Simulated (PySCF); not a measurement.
Re(O)3(Me) (CH3O3Re), SMILES [CH3][Re](=[O])(=[O])=[O], multiplicity 1.

Geometry: r2SCAN-D4/def2-SVP. The spin state was assumed, not searched. The isomer is the one that the SMILES or the coordinates give; other isomers of the formula were not compared. The def2 effective core potentials stand for the cores of Re; spin–orbit coupling is left out.

Computed with TDA-CAM-B3LYP/def2-SVPD in PySCF.

Vertical excitations; the highest root listed may be one member of a degenerate set.  State labels are in the subgroup Cs.

Task: Estimate the UV-visible absorptions. (The exact figures need the calculation; the answer reports its results.)

Result: 
```csv
state,symmetry,energy (eV),λ (nm),f,main pairs
S1,A",4.55,273,0.000,"HOMO→LUMO, HOMO−1→LUMO+1, HOMO−2→LUMO (degenerate set)"
S2,A',4.55,273,0.000,"HOMO→LUMO+1, HOMO−2→LUMO+1, HOMO−1→LUMO (degenerate set)"
S3,A",4.96,250,0.000,"HOMO−1→LUMO+1 49 %, HOMO−2→LUMO 49 %"
S4,A',4.97,249,0.010,"HOMO−1→LUMO 49 %, HOMO−2→LUMO+1 49 %"
S5,A",5.13,242,0.002,"HOMO−3→LUMO+1, HOMO−2→LUMO, HOMO−1→LUMO+1, HOMO→LUMO (degenerate set)"
S6,A',5.13,242,0.002,"HOMO−3→LUMO, HOMO−1→LUMO, HOMO−2→LUMO+1, HOMO→LUMO+1 (degenerate set)"
S7,A',5.80,214,0.014,"HOMO−3→LUMO, HOMO−2→LUMO+1, HOMO−1→LUMO, HOMO→LUMO+1 (degenerate set)"
S8,A",5.80,214,0.014,"HOMO−3→LUMO+1, HOMO−1→LUMO+1, HOMO−2→LUMO, HOMO→LUMO (degenerate set)"
S9,A",6.53,190,0.016,HOMO−4→LUMO+1 (degenerate set)
S10,A',6.53,190,0.016,HOMO−4→LUMO (degenerate set)
T1,A",4.11,302,0,"HOMO→LUMO, HOMO−1→LUMO+1, HOMO−2→LUMO, HOMO−3→LUMO+1 (degenerate set)"
T2,A',4.11,302,0,"HOMO→LUMO+1, HOMO−1→LUMO, HOMO−2→LUMO+1, HOMO−3→LUMO (degenerate set)"
T3,A',4.31,288,0,"HOMO→LUMO+1, HOMO−3→LUMO (degenerate set)"
T4,A",4.31,288,0,"HOMO→LUMO, HOMO−3→LUMO+1 (degenerate set)"
```
Triplets are in the Tamm–Dancoff approximation.
